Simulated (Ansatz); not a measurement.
`C[C@@H]1B[C@H]1Cl` + `[OH][Ga]([Cl])[Cl]` → `C[O][Ga]([Cl])[Cl]` + `ClC1BC1`  (substitution at a C–C bond)

Computed with Ansatz on PBE0-D4/def2-TZVP structures; ΔE is electronic, products minus reactants. CCSD(T)/CBS adds triple-zeta CCSD(T) − MP2 to the extrapolated MP2 energy (def2 sets, frozen cores). DFT in def2-TZVPP. B3LYP here is the variant with VWN-RPA as its local correlation; programs differ in this. For Ga outer-core shells are correlated without core-valence functions, which leaves a few kJ/mol of doubt a bond. Scalar relativity is left out up to krypton. One conformer a species, not always the lowest.

`C[C@@H]1B[C@H]1Cl`:

Cartesian coordinates in Å:
```
C -1.074 0.969 0.228
C -0.281 -0.195 -0.309
B 0.354 -1.391 0.398
C 1.229 -0.244 -0.096
Cl 2.347 -0.423 -1.449
H -0.990 1.841 -0.425
H -0.722 1.259 1.221
H -2.131 0.710 0.319
H -0.598 -0.518 -1.307
H 0.274 -2.500 0.804
H 1.593 0.491 0.617
```

`[OH][Ga]([Cl])[Cl]`:

Cartesian coordinates in Å:
```
O 0.228 1.381 0.199
Ga -0.139 -0.344 0.150
Cl -1.038 -1.239 1.836
Cl 0.314 -1.499 -1.573
H 0.635 1.700 -0.611
```

`C[O][Ga]([Cl])[Cl]`:

Z-matrix (Å, degrees):
```
C
O 1 1.412
H 1 1.095 2 113.2
H 1 1.094 2 109.2 3 120.7
H 1 1.094 2 109.3 3 -120.8
Ga 2 1.758 1 123.5 3 1.1
Cl 6 2.110 2 118.8 1 179.9
Cl 6 2.124 2 120.4 1 -0.2
```

`ClC1BC1`:

Cartesian coordinates in Å:
```
Cl 2.180 0.022 -0.365
C 0.441 -0.076 -0.638
B -0.361 -0.909 0.359
C -0.499 0.607 0.358
H 0.193 0.033 -1.687
H -0.532 -1.955 0.882
H -1.340 1.116 -0.104
H -0.083 1.162 1.196
```

Is it downhill or uphill in electronic energy at CCSD(T)/CBS, and by how much? (Best estimate.)

Ansatz gave: Uphill: ΔE = +59.1 kJ/mol.

What do these levels give: B3LYP, HF/def2-TZVPP, MP2/def2-TZVPP, SCS-MP2/def2-TZVPP, HF/def2-QZVPP, CCSD/CBS(def2)? (An estimate is asked.)

Ansatz gave: B3LYP 51.2, HF/def2-TZVPP 48.6, MP2/def2-TZVPP 63.4, SCS-MP2/def2-TZVPP 58.3, HF/def2-QZVPP 48.3, CCSD/CBS(def2) 58.5 kJ/mol.

Largest T1 diagnostic among the species: 0.013.

In def2-TZVPP, CCSD(T) changes the Hartree–Fock value by +8.8 kJ/mol (the triples alone add +0.6 kJ/mol) and MP2 by +14.9 kJ/mol.
